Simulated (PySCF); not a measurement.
Compound: C₇H₈.
Atom-mapped SMILES: `[CH:1]#[C:2][C:3]1=[CH:4][C@H:5]1[CH2:6][CH3:7]`

Structure used (GFN2-xTB), in Å, numbered top down from 1:
```
atom  x, y, z in Å
C1     3.217    0.364    0.281
C2     2.208   -0.279    0.145
C3     1.023   -0.953   -0.034
C4     0.260   -2.014    0.059
C5    -0.396   -0.815   -0.542
C6    -1.401    0.009    0.237
C7    -1.267    1.494   -0.091
H8     4.111    0.897    0.409
H9     0.137   -3.027    0.351
H10   -0.554   -0.786   -1.619
H11   -2.412   -0.330   -0.005
H12   -1.242   -0.144    1.308
H13   -1.431    1.665   -1.153
H14   -1.991    2.080    0.470
H15   -0.268    1.844    0.161
```

Probes without a nucleus sit at each ring's centroid and 1 Å off its mean plane on both sides; NICS is minus the shielding there, NICSzz its component along the normal. Level: GIAO PBE0/pcSseg-1 (PySCF, non-relativistic, gas phase) on the GFN2-xTB geometry, one conformer.

Ring bond lengths (Å), with Mayer bond orders in brackets: C3–C4 1.310 (1.58), C4–C5 1.493 (0.95), C5–C3 1.513 (0.89).

Question: Give the NICS values of each ring in ppm.

Answer: 
```csv
ring,type,NICS(0),"NICS(1), two faces","NICS(1)zz, two faces",rms pucker (Å),"centre to ring atoms, mean (Å)"
C3–C4–C5,"3-membered carbocycle; formal bonds 1 double, 2 single",-30.6,-6.4 / -7.2,-12.8 / -16.0,0.00,0.83
```

Question: What can be read from them?

Answer: 
- C3–C4–C5: mean NICS(1)zz -14.4 ppm, shielded. C5 has four or more neighbours, so the value isn't read as a sign of a π ring current. The two faces differ by 3.2 ppm, so no symmetry operation interchanges them. NICS(0) lies 24 ppm below the mean NICS(1).

Question: At the first NICS(1) probe listed for ring C3–C4–C5, 1 Å off the ring, what do the in-plane components average?

Answer: The isotropic value is a third of the trace: (3 × -6.4 − (-12.8))/2 = -3.2 ppm.

Question: List the ring angles and the Hirshfeld charges of the ring atoms.

Answer: 
- C3–C4–C5: C3 63.4° (+0.003 e), C4 65.0° (-0.032 e), C5 51.7° (-0.032 e); sum 180.0° against 180° for a flat convex ring.

Question: What are the shieldings of the ring atoms and their hydrogens in the same run (means over atoms taken as equivalent)?

Answer: 
```json
{"atoms": "C3", "environment": "fully substituted alkene carbon", "σ isotropic (ppm)": "66.3"}
{"atoms": "C4", "environment": "alkene CH carbon", "σ isotropic (ppm)": "54.9"}
{"atoms": "C5", "environment": "allylic carbon", "σ isotropic (ppm)": "157.7"}
{"atoms": "H9", "environment": "vinylic hydrogen", "σ isotropic (ppm)": "24.19"}
{"atoms": "H10", "environment": "methine hydrogen", "σ isotropic (ppm)": "29.85"}
```

Hardware: one thread, Arm Neoverse V1 (aarch64), shared host with 32 logical CPUs at a one-minute load of 20. Cost: 19 s of wall time, 0.72 GiB resident at most. This is the whole shielding run at PBE0/pcSseg-1, SCF included.
